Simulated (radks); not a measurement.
Question: Isoelectronic series with 28 electrons, each ion in its NIST ground configuration. Method: scalar-relativistic Kohn-Sham, r2SCAN, spin-polarised, spherical densities, finite nucleus; open shells are filled with parallel spins first; meta-GGA in the generalised Kohn-Sham scheme; Fermi nuclear charge, rms radius of each element as measured or else 0.836 A^(1/3) + 0.57 fm; computed with a radial shooting solver on a logarithmic mesh with Libxc functionals. Total energies (hartree) and orbital eigenvalues (eV) (* marks an orbital that is empty in some or all of the ions):

ion    configuration  E (hartree)   4s down*     4s up*    3d down
Ni      [Ar] 3d8 4s2  -1520.80069    -5.7022    -6.0352    -7.6276
Cu+        [Ar] 3d10  -1654.80812   -11.2879   -11.2879   -13.6313
Zn2+       [Ar] 3d10  -1795.27129   -22.1597   -22.1597   -31.0395
Ga3+       [Ar] 3d10  -1942.13031   -35.4206   -35.4206   -52.8752
Ge4+       [Ar] 3d10  -2095.36970   -50.8476   -50.8476   -78.6209
As5+       [Ar] 3d10  -2254.98881   -68.3208   -68.3208  -107.9965
Se6+       [Ar] 3d10  -2420.99442   -87.7692   -87.7692  -140.8352
Br7+       [Ar] 3d10  -2593.39938  -109.1478  -109.1478  -177.0312
Kr8+       [Ar] 3d10  -2772.21977  -132.4271  -132.4271  -216.5130
Rb9+       [Ar] 3d10  -2957.47481  -157.5875  -157.5875  -259.2307
Sr10+      [Ar] 3d10  -3149.18565  -184.6160  -184.6160  -305.1477
Zr12+      [Ar] 3d10  -3552.06966  -244.2474  -244.2474  -406.4772

Estimate the row of Nb13+ ([Ar] 3d10).

Answer: E (hartree) -3763.29373; 4s down* -276.8429; 4s up* -276.8429; 3d down -461.8528.
